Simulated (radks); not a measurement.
Question: The mean radii <r> (bohr) of the occupied orbitals of an atom or ion are listed with their occupations. All-electron calculation, scalar-relativistic Kohn-Sham, PBE, spin-polarised, spherical densities, finite nucleus; Fermi nuclear charge, rms radius of each element as measured or else 0.836 A^(1/3) + 0.57 fm. Program: a radial shooting solver on a logarithmic mesh with Libxc functionals.

orbital  occ.      <r>
1s up       1  0.08573
1s down     1  0.08572
2s up       1   0.4134
2s down     1   0.4132
2p up       3   0.3757
2p down     3   0.3755
3s up       1    1.287
3s down     1    1.296
3p up       3    1.389
4f up       1    5.588

Name the element and its charge. Open shells, if any, are filled with parallel spins first.

Answer: Z = 18, argon, charge +2: Ar2+ in [Ne] 3s2 3p3 4f1. The 1s radius gives Z: for a bare nucleus <r> = (2 gamma + 1)/(2Z) with gamma = sqrt(1 - (Z/c)^2), 0.08285 bohr for Z = 18, and screening makes it slightly larger (0.08573 here). The occupations add up to 16, and the charge is Z minus that.
